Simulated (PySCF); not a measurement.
# Frontier orbitals and the lowest excitations

InEt2(iBu), C8H19In.
Structure used (PBE0-D3(BJ)/def2-SVP), in Å, numbered top down from 1:
```xyz
28
C8H19In angstrom
In     0.3628    0.4390    0.2523
C      2.5563    0.4106    0.2642
C      3.1450    0.4580    1.6723
H      2.9129    1.2695   -0.3279
H      2.8899   -0.4985   -0.2624
H      4.2497    0.4497    1.6622
H      2.8442    1.3670    2.2194
H      2.8318   -0.4039    2.2847
C     -0.7276    2.3415    0.3220
C     -1.2401    2.6747    1.7219
H     -1.5725    2.2660   -0.3831
H     -0.0746    3.1460   -0.0529
H     -1.8131    3.6187    1.7419
H     -1.9096    1.8920    2.1164
H     -0.4192    2.7903    2.4492
C     -0.7644   -1.4499    0.3350
C     -1.2136   -1.9586   -1.0351
C     -0.0259   -2.2512   -1.9454
C     -2.1890   -0.9979   -1.7061
H     -1.6401   -1.2883    0.9865
H     -0.1286   -2.2015    0.8321
H     -1.7515   -2.9167   -0.8892
H      0.5310   -1.3249   -2.1815
H     -0.3431   -2.6920   -2.9038
H      0.6851   -2.9455   -1.4715
H     -1.7031   -0.0307   -1.9305
H     -3.0537   -0.7847   -1.0587
H     -2.5690   -1.4015   -2.6576
```

Computed with TDDFT CAM-B3LYP/def2-SVPD, vertical, gas phase, core orbitals frozen in the response, def2 core potentials past Kr in PySCF 2.14.0, density-fitted response routines. Spin–orbit coupling is left out.

Kohn–Sham orbitals with the atoms that hold most of them (Löwdin shares over 4%, at most four atoms; ? is withheld):

```
orbital  ε (eV)                               atoms
 LUMO+2    1.58     In1 19%, C18 7%, H22 7%, C19 7%
 LUMO+1    0.48                             In1 53%
   LUMO       ?       In1 49%, C9 6%, C2 6%, C16 6%
   HOMO   -7.67                                   ?
 HOMO-1   -7.70                                   ?
 HOMO-2  -10.58  C16 20%, C17 18%, C19 10%, C18 10%
 HOMO-3  -10.68  C17 21%, C18 18%, C19 16%, C16 12%
```

(1) Give the leading atoms of the HOMO-1.

(2) Which atoms hold the HOMO, and with what shares?

(3) What is the LUMO energy, and the HOMO–LUMO gap?

Answers

(1) C16 (bonded to C, In and 2 H) 31%; In1 (bonded to 3 C) 17%; C9 (bonded to C, In and 2 H) 11%; C2 (bonded to C, In and 2 H) 9%. By element: carbon 50% or more, indium 17%.

(2) C2 (bonded to C, In and 2 H) 26%; C9 (bonded to C, In and 2 H) 24%; In1 (bonded to 3 C) 17%; C3 (bonded to C and 3 H) 6%. By element: carbon 55% or more, indium 17%.

(3) ε(LUMO) = -0.17 eV; the gap is 7.50 eV (0.2755 hartree).

**Question.** How does S1 compare with the orbital gap of 7.50 eV?

**Answer.** S1 is at 4.19 eV (f = 0.0017), 3.30 eV below the gap, made of HOMO→LUMO (97%). 

**Question.** Give energy, strength and leading configuration of S1, S2, S3 and S4, and follow the Löwdin shares of the leading atoms from the occupied to the empty orbital.

**Answer.** 
- S1 (4.19 eV, f 0.0017), HOMO→LUMO (97%): C2 26% → 6%, C9 24% → 6%, In1 17% → 49%
- S2 (4.24 eV, f 0.0001), HOMO-1→LUMO (97%): C16 31% → 6%, In1 17% → 49%, C9 11% → 6%
- S3 (5.63 eV, f 0.105), HOMO→LUMO+1 (92%): C2 26% → at most 4%, C9 24% → at most 4%, In1 17% → 53%
- S4 (5.73 eV, f 0.103), HOMO-1→LUMO+1 (91%): C16 31% → at most 4%, In1 17% → 53%

Löwdin shares depend on the basis, the more so with diffuse functions.

Time: 1.7 min wall, 3.9 min CPU (with the writing of density and orbital grids); peak memory 2.8 GiB. Hardware: AMD EPYC 7R13, 2 threads, no GPU, shared host with 192 logical CPUs at a one-minute load of 51.

One conformer stands for the species.
